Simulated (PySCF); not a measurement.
Al(H)(Me)2(SH2), C2H9AlS, singlet, CAM-B3LYP/def2-SVP optimised geometry.

```
13

Al    -0.73    -0.56     0.00
H     -0.82    -1.35    -1.39
C     -1.01     1.39     0.00
H     -2.09     1.61    -0.07
H     -0.54     1.89    -0.86
H     -0.65     1.88     0.92
C     -1.04    -1.58     1.66
H     -2.12    -1.72     1.81
H     -0.66    -1.07     2.56
H     -0.60    -2.59     1.63
S      1.92    -0.56     0.00
H      2.14    -0.33     1.31
H      2.09    -1.89     0.12
```

Density from CAM-B3LYP/def2-TZVP run with PySCF at that geometry.

Minimum of the electron density along straight lines between bonded atoms, close to the bond critical point (lines longer than 1.1 times the sum of covalent radii, or with two minima, are not listed):

```tsv
bond	length / Å	ρ at the minimum / e bohr⁻³	∇²ρ there / e bohr⁻⁵	position (fraction from the first atom)
Al1–H2	1.598	0.080	0.20	0.50
Al1–C3	1.968	0.085	0.24	0.40
C3–H4	1.104	0.262	-0.84	0.64
C3–H5	1.102	0.264	-0.85	0.64
C3–H6	1.103	0.263	-0.85	0.63
Al1–C7	1.971	0.084	0.24	0.40
C7–H8	1.104	0.262	-0.84	0.64
C7–H9	1.103	0.263	-0.84	0.63
C7–H10	1.103	0.263	-0.85	0.63
S11–H12	1.350	0.216	-0.63	0.65
S11–H13	1.350	0.216	-0.63	0.65
```
